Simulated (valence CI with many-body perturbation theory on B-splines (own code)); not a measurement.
# E1 transitions of Ir64+

Calculated by configuration interaction combined with many-body perturbation theory (CI+MBPT): three valence electrons over a frozen Dirac-Fock core [Ne], a basis of 11 s, 11 p, 9 d, 7 f, 5 g, 2 h, 1 i functions for each j, with the one-electron correlation potential Σ1, the two-electron term Σ2, the three-electron term Σ3, Breit, model QED; selected CI, second order for the rest (own B-spline code, finite nucleus).

No measured spectrum was set against this ion. As an estimate, large intervals hold to a few tenths of a per cent, small ones and those within an open d or f shell to about a per cent.

Lines 51 to 100 of 280 in falling wavelength, among levels below 13466 × 10³ cm⁻¹, chosen from the strongest by gf and those to the six lowest levels. Wavelengths and rates use the calculated energies. Electric multipoles are in the length gauge, E1 and E2 with the static RPA response of the core. Weak lines are less certain than strong ones. Lines between different terms over intervals too small for the method are left out, as are lines whose strength nearly cancels. The highest levels of a list are the least certain.

Levels are named by their leading jj configuration (3d3/2^4 stands for four electrons in 3d with j = 3/2), which in mixed levels can hold well under half, so a name can repeat and another be missing. Letters in brackets count levels of one name in rising energy.

```csv
λ vac (Å),Upper,Lower,A (s⁻¹),log gf,Branch %
55.98,(3s 3p1/2 3d3/2) J=5/2,(3s 3p1/2 3p3/2) J=5/2,1.19e+10,-1.47,39.0
55.91,(3p1/2 3d3/2^2) J=5/2,(3p1/2 3p3/2 3d3/2) J=5/2 [a],2.09e+10,-1.23,2.8
54.39,(3s 3p1/2 3d3/2) J=1/2,(3s 3p1/2 3p3/2) J=3/2 [b],6.66e+08,-3.23,0.0
54.21,(3s 3p1/2 3d3/2) J=3/2 [b],(3s 3p1/2 3p3/2) J=3/2 [a],1.55e+09,-2.56,0.3
52.59,(3s 3p1/2 3d3/2) J=3/2 [c],(3s 3p1/2 3p3/2) J=3/2 [b],4.30e+09,-2.15,0.1
51.50,(3s 3p1/2 3d3/2) J=5/2,(3s 3p1/2 3p3/2) J=3/2 [a],8.38e+07,-3.70,0.3
50.30,(3s^2 3d3/2) J=3/2,(3s^2 3p3/2) J=3/2,2.33e+08,-3.45,0.0
48.17,(3s 3p1/2 3d3/2) J=3/2 [c],(3s 3p1/2 3p3/2) J=5/2,3.51e+09,-2.31,0.1
47.52,(3s^2 3p3/2) J=3/2,(3s 3p1/2^2) J=1/2,5.18e+08,-3.15,56.4
46.12,(3s 3p1/2 3d3/2) J=1/2,(3s 3p1/2 3p3/2) J=3/2 [a],6.24e+09,-2.40,0.2
44.82,(3s 3p1/2 3d3/2) J=3/2 [c],(3s 3p1/2 3p3/2) J=3/2 [a],3.09e+09,-2.43,0.1
41.96,(3s 3p3/2 3d5/2) J=3/2 [a],(3s 3p3/2^2) J=3/2,8.88e+10,-1.03,8.9
41.52,(3s 3p1/2 3d5/2) J=5/2 [a],(3s 3p1/2 3p3/2) J=3/2 [b],2.29e+09,-2.45,0.7
39.84,(3s 3d3/2 3d5/2) J=3/2 [b],(3s 3p3/2 3d3/2) J=1/2 [b],9.23e+10,-1.06,2.2
39.79,(3s 3d3/2 3d5/2) J=5/2 [b],(3s 3p3/2 3d3/2) J=5/2 [b],7.57e+10,-0.97,1.7
39.75,(3s 3d3/2 3d5/2) J=7/2 [b],(3s 3p3/2 3d3/2) J=5/2 [b],2.48e+11,-0.33,8.5
39.09,(3p1/2 3p3/2 3d5/2) J=3/2 [a],(3p1/2 3p3/2^2) J=3/2,1.38e+11,-0.90,6.3
38.93,(3s 3p1/2 3d5/2) J=3/2,(3s 3p1/2 3p3/2) J=1/2,2.37e+11,-0.67,30.8
38.72,(3s 3p1/2 3d5/2) J=5/2 [a],(3s 3p1/2 3p3/2) J=5/2,1.04e+10,-1.85,3.1
38.58,(3s 3d3/2 3d5/2) J=1/2,(3s 3p3/2 3d3/2) J=1/2 [b],2.71e+11,-0.92,5.5
38.21,(3s 3d3/2 3d5/2) J=5/2 [b],(3s 3p3/2 3d3/2) J=3/2 [b],1.75e+11,-0.64,4.0
38.20,(3s 3p1/2 3d5/2) J=5/2 [b],(3s 3p1/2 3p3/2) J=3/2 [b],1.89e+11,-0.61,61.9
38.01,(3p1/2^2 3d5/2) J=5/2,(3s 3p1/2 3d3/2) J=3/2 [b],7.27e+10,-1.02,19.2
37.91,(3p1/2 3p3/2 3d5/2) J=5/2 [a],(3p1/2 3p3/2^2) J=5/2,1.49e+11,-0.72,7.4
37.69,(3s 3p3/2 3d5/2) J=1/2,(3s 3p3/2^2) J=1/2,4.22e+11,-0.75,48.8
37.64,(3s 3p1/2 3d5/2) J=3/2,(3s 3p1/2 3p3/2) J=3/2 [b],7.47e+10,-1.20,9.7
37.62,(3p1/2 3p3/2 3d5/2) J=1/2,(3p1/2 3p3/2^2) J=1/2,3.50e+11,-0.83,23.3
37.62,(3s 3p3/2 3d5/2) J=5/2 [a],(3s 3p3/2^2) J=5/2,2.56e+11,-0.49,26.1
37.54,(3s 3d3/2 3d5/2) J=3/2 [b],(3s 3p3/2 3d3/2) J=3/2 [b],1.78e+11,-0.82,4.2
37.36,(3s 3d3/2 3d5/2) J=7/2 [a],(3s 3p3/2 3d3/2) J=5/2 [a],2.93e+11,-0.31,8.1
37.21,(3s 3p3/2 3d5/2) J=3/2 [b],(3s 3p3/2^2) J=3/2,5.36e+10,-1.35,1.3
37.18,(3p1/2 3p3/2 3d5/2) J=3/2 [b],(3p1/2 3p3/2^2) J=1/2,2.23e+11,-0.73,8.6
36.95,(3s^2 3d5/2) J=5/2,(3s^2 3p3/2) J=3/2,3.45e+11,-0.37,100.0
36.95,(3s 3p3/2 3d5/2) J=5/2 [b],(3s 3p3/2^2) J=3/2,6.04e+11,-0.13,15.3
36.95,(3s 3p1/2 3d5/2) J=7/2,(3s 3p1/2 3p3/2) J=5/2,2.33e+11,-0.42,90.0
36.86,(3p1/2 3p3/2 3d5/2) J=5/2 [b],(3p1/2 3p3/2^2) J=3/2,5.39e+11,-0.18,20.5
36.65,(3s 3d3/2 3d5/2) J=5/2 [a],(3s 3p3/2 3d3/2) J=3/2 [a],2.88e+11,-0.46,9.6
36.63,(3s 3p3/2 3d5/2) J=7/2 [a],(3s 3p3/2^2) J=5/2,3.64e+11,-0.23,57.2
36.52,(3s 3p1/2 3d5/2) J=5/2 [a],(3s 3p1/2 3p3/2) J=3/2 [a],3.18e+11,-0.42,95.4
36.51,(3p1/2 3p3/2 3d5/2) J=7/2 [b],(3p1/2 3p3/2^2) J=5/2,4.14e+11,-0.18,28.7
36.49,(3p1/2^2 3d5/2) J=5/2,(3s 3p1/2 3d3/2) J=3/2 [a],1.35e+11,-0.79,35.7
36.40,(3s 3p3/2 3d5/2) J=3/2 [b],(3s 3p3/2^2) J=1/2,2.92e+11,-0.63,7.3
36.26,(3p1/2 3p3/2 3d5/2) J=5/2 [b],(3p1/2 3p3/2^2) J=5/2,5.24e+10,-1.21,2.0
36.22,(3s 3p3/2 3d5/2) J=3/2 [a],(3s 3p3/2^2) J=5/2,8.20e+10,-1.19,8.2
36.17,(3s 3d3/2 3d5/2) J=3/2 [a],(3s 3p3/2 3d3/2) J=1/2 [a],2.69e+11,-0.68,9.3
35.96,(3s 3d3/2 3d5/2) J=3/2 [a],(3s 3p3/2 3d3/2) J=3/2 [a],8.62e+10,-1.17,3.0
35.81,(3s 3p1/2 3d5/2) J=5/2 [b],(3s 3p1/2 3p3/2) J=5/2,8.10e+10,-1.03,26.5
35.77,(3s 3d3/2 3d5/2) J=9/2,(3s 3p3/2 3d3/2) J=7/2,3.89e+11,-0.13,11.1
35.32,(3s 3p1/2 3d5/2) J=3/2,(3s 3p1/2 3p3/2) J=5/2,2.03e+10,-1.82,2.6
34.95,(3s 3d3/2 3d5/2) J=7/2 [b],(3s 3p3/2 3d3/2) J=7/2,7.27e+10,-0.97,2.5
```
